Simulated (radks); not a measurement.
Values are calculated unless marked as measured or tabulated.
Sb6+, 45 electrons, occupied as [Kr] 4d9 (the NIST ground configuration). Level of theory: Dirac Kohn-Sham, PBEsol, spin-unpolarised, spherical densities, point nucleus; open shells are shared between the two j in proportion to 2j + 1 (a radial shooting solver on a logarithmic mesh with Libxc functionals).

Normalised radial functions P(r) = r R(r) (large component), r in bohr:

| r | 4s1/2 |
|---|---|
| 0.002254 | 0.1164 |
| 0.002982 | 0.1450 |
| 0.003914 | 0.1770 |
| 0.005179 | 0.2133 |
| 0.006853 | 0.2504 |
| 0.009067 | 0.2832 |
| 0.0119 | 0.3026 |
| 0.01575 | 0.2975 |
| 0.02083 | 0.2512 |
| 0.02735 | 0.1517 |
| 0.03618 | -0.0131 |
| 0.04788 | -0.2232 |
| 0.06284 | -0.4149 |
| 0.08315 | -0.4981 |
| 0.11 | -0.3540 |
| 0.1456 | 0.0454 |
| 0.1911 | 0.5211 |
| 0.2528 | 0.7552 |
| 0.3345 | 0.4250 |
| 0.4391 | -0.3591 |
| 0.5809 | -1.1221 |
| 0.7686 | -1.3129 |
| 1.009 | -0.9463 |
| 1.335 | -0.4339 |
| 1.766 | -0.1214 |
| 2.337 | -0.0186 |
| 3.068 | -0.0014 |
| 4.059 | 0.0000 |
| 5.37 | 0.0000 |

4s1/2: eigenvalue -227.32 eV, 3 radial nodes at r = 0.0355, 0.142, 0.392 bohr, <r> = 0.785 bohr, 90 % of the charge inside 1.13 bohr.
